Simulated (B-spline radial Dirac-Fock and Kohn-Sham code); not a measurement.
## Dy⁶⁺: eigenvalues, ΔSCF and the reference

System: Dy⁶⁺ in the configuration [Kr] 4d10 4f8 5s2 5p4.

The density-functional columns are spherical, spin-unpolarised Dirac-Kohn-Sham results without Breit or QED terms: −ε is minus the orbital energy of the initial state and ΔSCF the difference of two total energies. The reference in the last column comes from ΔSCF Dirac-Fock with Breit, self-energy and vacuum polarisation, finite nucleus, configuration average. All numbers are from a radial finite-basis atomic code, in eV; a selection of levels is shown. For the 1s level of heavy atoms much of the gap between ΔSCF and the reference is the Breit and QED part, -238.7 eV here; for other levels the error of the functional can be larger.

| level | PBE −ε | PBE ΔSCF | LDA −ε | LDA ΔSCF | Dirac-Fock |
| --- | --- | --- | --- | --- | --- |
| K (1s) | 53680.6 | 54161.4 | 53631.5 | 54110.8 | 53884.8 |
| L1 (2s) | 9009.9 | 9099.2 | 9003.2 | 9092.8 | 9152.6 |
| L2 (2p1/2) | 8574.0 | 8687.1 | 8571.1 | 8684.3 | 8680.6 |
| L3 (2p3/2) | 7773.8 | 7874.9 | 7771.9 | 7873.1 | 7889.7 |
| M1 (3s) | 2076.4 | 2105.2 | 2074.6 | 2103.5 | 2150.8 |
| M2 (3p1/2) | 1886.1 | 1916.6 | 1885.4 | 1916.0 | 1946.2 |
| M3 (3p3/2) | 1719.9 | 1748.5 | 1719.5 | 1748.2 | 1779.3 |
| M4 (3d3/2) | 1392.6 | 1425.9 | 1392.8 | 1426.2 | 1432.2 |
| M5 (3d5/2) | 1356.3 | 1388.9 | 1356.5 | 1389.2 | 1396.7 |
| N1 (4s) | 482.5 | 497.1 | 481.7 | 496.3 | 520.2 |
| N2 (4p1/2) | 407.3 | 421.7 | 406.9 | 421.4 | 438.0 |
| N4 (4d3/2) | 245.7 | 259.4 | 245.8 | 259.4 | 264.2 |
| N5 (4d5/2) | 238.9 | 252.4 | 238.9 | 252.4 | 257.4 |
| N6,7 (4f) | 89.19 | 101.4 | 89.59 | 101.8 | 98.08 |
| O1 (5s) | 127.1 | 135.8 | 127.5 | 136.3 | 135.7 |
| O2,3 (5p) | 100.1 | 108.1 | 100.5 | 108.5 | 106.4 |

Question: Order the estimates of the K (1s) level by their distance from the Dirac-Fock value, nearest first.
A. LDA −ε
B. PBE ΔSCF
C. PBE −ε
D. LDA ΔSCF

Answer: C (204.2 eV), D (226.0 eV), A (253.3 eV), B (276.6 eV).

An eigenvalue near the reference for a deep level is a cancellation of errors: it lacks relaxation, carries self-interaction and omits Breit and QED terms.

Values without a named source are computed, but for edge energies of neutral atoms, which are taken from tables.
